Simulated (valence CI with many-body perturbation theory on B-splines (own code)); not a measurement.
# Ir⁶⁴⁺: electric-dipole lines

Level of theory: configuration interaction combined with many-body perturbation theory (CI+MBPT): three valence electrons over a frozen Dirac-Fock core [Ne], a basis of 11 s, 11 p, 9 d, 7 f, 5 g, 2 h, 1 i functions for each j, with the one-electron correlation potential Σ1 (screened to all orders), the two-electron term Σ2, the three-electron term Σ3, Breit, model QED; selected single and double excitations, second order for the rest (own B-spline code, finite nucleus).

No measured spectrum was set against this ion. As an estimate, large intervals hold to a few tenths of a per cent, small ones and those within an open d or f shell to about a per cent.

Lines 151 to 200 of 280 in falling wavelength, among levels below 13466 × 10³ cm⁻¹, chosen from the strongest by gf and those to the six lowest levels. Wavelengths and rates use the calculated energies. Electric multipoles are in the length gauge, E1 and E2 with the static RPA response of the core. Weak lines are less certain than strong ones. Lines between different terms over intervals too small for the method are left out, as are lines whose strength nearly cancels. The highest levels of a list are the least certain.

Levels are named by their leading jj configuration (3d3/2^4 stands for four electrons in 3d with j = 3/2), which in mixed levels can hold well under half, so a name can repeat and another be missing. Letters in brackets count levels of one name in rising energy.

```
λ vac (Å)                          Upper                       Lower   A (s⁻¹)  log gf  Branch %
    19.43             (3s 3p3/2^2) J=1/2          (3s^2 3p3/2) J=3/2  2.80e+12   -0.50      99.7
    19.43         (3s 3p1/2 3p3/2) J=1/2          (3s^2 3p1/2) J=1/2  3.88e+12   -0.36      99.1
    19.39  (3p1/2 3p3/2 3d5/2) J=3/2 [b]  (3s 3p1/2 3d5/2) J=5/2 [b]  1.64e+12   -0.43      63.1
    19.38     (3s 3p3/2 3d3/2) J=3/2 [a]  (3s 3p1/2 3p3/2) J=3/2 [b]  6.52e+10   -1.83       2.1
    19.32     (3s 3p3/2 3d3/2) J=1/2 [a]  (3s 3p1/2 3p3/2) J=3/2 [b]  5.13e+11   -1.24      21.5
    19.28     (3s 3p3/2 3d5/2) J=3/2 [b]          (3s^2 3d5/2) J=5/2  3.57e+12   -0.10      89.3
    19.22     (3s 3p3/2 3d3/2) J=5/2 [a]  (3s 3p1/2 3p3/2) J=3/2 [b]  4.69e+11   -0.81      11.0
    19.22  (3p1/2 3p3/2 3d3/2) J=3/2 [a]  (3s 3p1/2 3d3/2) J=3/2 [a]  1.20e+12   -0.58      45.2
    19.21             (3s 3p3/2^2) J=3/2          (3s^2 3p3/2) J=3/2  5.71e+12    0.10      99.9
    19.21     (3s 3p3/2 3d5/2) J=5/2 [b]          (3s^2 3d5/2) J=5/2  3.18e+12    0.02      80.3
    19.13          (3p1/2 3p3/2^2) J=5/2  (3s 3p1/2 3p3/2) J=3/2 [a]  1.45e+11   -1.32       8.1
    19.13  (3p1/2 3p3/2 3d5/2) J=7/2 [b]  (3s 3p1/2 3d5/2) J=5/2 [a]  3.20e+11   -0.85      22.2
    19.13  (3p1/2 3p3/2 3d3/2) J=1/2 [a]  (3s 3p1/2 3d3/2) J=3/2 [a]  1.23e+12   -0.87      42.2
    19.11     (3s 3d3/2 3d5/2) J=5/2 [a]      (3s 3p1/2 3d5/2) J=3/2  1.78e+11   -1.23       5.9
    19.06  (3p1/2 3p3/2 3d5/2) J=5/2 [b]  (3s 3p1/2 3d5/2) J=5/2 [a]  1.15e+12   -0.43      43.8
    19.01     (3s 3d3/2 3d5/2) J=7/2 [a]  (3s 3p1/2 3d5/2) J=5/2 [b]  2.86e+11   -0.91       7.9
    19.00             (3s 3d3/2^2) J=3/2      (3s 3p1/2 3d3/2) J=1/2  2.74e+12   -0.23      47.5
    18.99  (3p1/2 3p3/2 3d3/2) J=5/2 [b]      (3s 3p1/2 3d3/2) J=5/2  5.76e+11   -0.73      13.9
    18.97          (3p1/2 3p3/2^2) J=3/2  (3s 3p1/2 3p3/2) J=3/2 [a]  1.81e+12   -0.41      41.3
    18.80             (3s 3d3/2^2) J=5/2  (3s 3p1/2 3d3/2) J=3/2 [c]  4.06e+12    0.11      60.3
    18.74     (3s 3p3/2 3d3/2) J=3/2 [a]      (3s 3p1/2 3p3/2) J=5/2  3.14e+11   -1.18      10.0
    18.70     (3s 3d3/2 3d5/2) J=7/2 [a]      (3s 3p1/2 3d5/2) J=7/2  2.17e+12   -0.04      59.8
    18.68  (3p1/2 3p3/2 3d3/2) J=3/2 [b]  (3s 3p1/2 3d3/2) J=3/2 [b]  7.08e+11   -0.83      15.1
    18.67     (3s 3d3/2 3d5/2) J=5/2 [a]      (3s 3p1/2 3d5/2) J=7/2  4.77e+11   -0.83      16.0
    18.65  (3p1/2 3p3/2 3d3/2) J=5/2 [b]  (3s 3p1/2 3d3/2) J=3/2 [b]  1.22e+12   -0.42      29.6
    18.63  (3p1/2 3p3/2 3d5/2) J=3/2 [b]  (3s 3p1/2 3d5/2) J=5/2 [a]  5.14e+11   -0.97      19.8
    18.60     (3s 3p3/2 3d3/2) J=3/2 [b]      (3s 3p1/2 3p3/2) J=1/2  1.76e+12   -0.44      28.8
    18.60     (3s 3p3/2 3d3/2) J=5/2 [a]      (3s 3p1/2 3p3/2) J=5/2  2.81e+12   -0.06      66.0
    18.54  (3p1/2 3p3/2 3d3/2) J=1/2 [b]  (3s 3p1/2 3d3/2) J=3/2 [b]  1.13e+12   -0.93      29.9
    18.53         (3s 3p3/2 3d3/2) J=7/2      (3s 3p1/2 3p3/2) J=5/2  2.23e+12   -0.04      98.4
    18.46          (3p1/2 3p3/2^2) J=1/2  (3s 3p1/2 3p3/2) J=3/2 [a]  5.15e+11   -1.28      15.1
    18.44     (3s 3d3/2 3d5/2) J=5/2 [b]      (3s 3p1/2 3d5/2) J=3/2  1.37e+12   -0.38      31.2
    18.33         (3s 3p1/2 3d3/2) J=1/2          (3s 3p1/2^2) J=1/2  3.17e+12   -0.50      98.8
    18.31     (3s 3d3/2 3d5/2) J=5/2 [b]  (3s 3p1/2 3d5/2) J=5/2 [b]  2.12e+12   -0.19      48.4
    18.31     (3s 3p3/2 3d3/2) J=3/2 [b]  (3s 3p1/2 3p3/2) J=3/2 [b]  2.70e+12   -0.27      44.3
    18.30  (3p1/2 3p3/2 3d3/2) J=3/2 [b]  (3s 3p1/2 3d3/2) J=3/2 [a]  3.26e+12   -0.18      69.4
    18.30     (3s 3d3/2 3d5/2) J=7/2 [b]  (3s 3p1/2 3d5/2) J=5/2 [b]  2.25e+12   -0.04      77.1
    18.28     (3s 3d3/2 3d5/2) J=3/2 [b]      (3s 3p1/2 3d5/2) J=3/2  2.51e+12   -0.30      59.1
    18.28     (3s 3d3/2 3d5/2) J=7/2 [a]  (3s 3p1/2 3d5/2) J=5/2 [a]  8.42e+11   -0.47      23.2
    18.27  (3p1/2 3p3/2 3d3/2) J=5/2 [b]  (3s 3p1/2 3d3/2) J=3/2 [a]  3.79e+11   -0.94       9.2
    18.24     (3s 3d3/2 3d5/2) J=5/2 [a]  (3s 3p1/2 3d5/2) J=5/2 [a]  1.81e+12   -0.27      60.4
    18.23             (3s 3d3/2^2) J=1/2  (3s 3p1/2 3d3/2) J=3/2 [c]  3.89e+12   -0.41      56.7
    18.23         (3s 3d3/2 3d5/2) J=9/2      (3s 3p1/2 3d5/2) J=7/2  3.10e+12    0.19      88.5
    18.21     (3s 3p3/2 3d3/2) J=3/2 [a]  (3s 3p1/2 3p3/2) J=3/2 [a]  2.72e+12   -0.27      86.3
    18.17  (3p1/2 3p3/2 3d3/2) J=1/2 [b]  (3s 3p1/2 3d3/2) J=3/2 [a]  1.36e+12   -0.87      36.0
    18.16     (3s 3p3/2 3d3/2) J=1/2 [a]  (3s 3p1/2 3p3/2) J=3/2 [a]  1.84e+12   -0.74      77.0
    18.15     (3s 3d3/2 3d5/2) J=3/2 [b]  (3s 3p1/2 3d5/2) J=5/2 [b]  1.07e+12   -0.67      25.2
    18.12     (3s 3p1/2 3d3/2) J=3/2 [c]          (3s 3p1/2^2) J=1/2  4.77e+12   -0.03      99.4
    18.09     (3s 3p3/2 3d3/2) J=1/2 [b]      (3s 3p1/2 3p3/2) J=1/2  3.20e+12   -0.50      41.0
    18.08     (3s 3p3/2 3d3/2) J=5/2 [a]  (3s 3p1/2 3p3/2) J=3/2 [a]  9.07e+11   -0.57      21.3
```
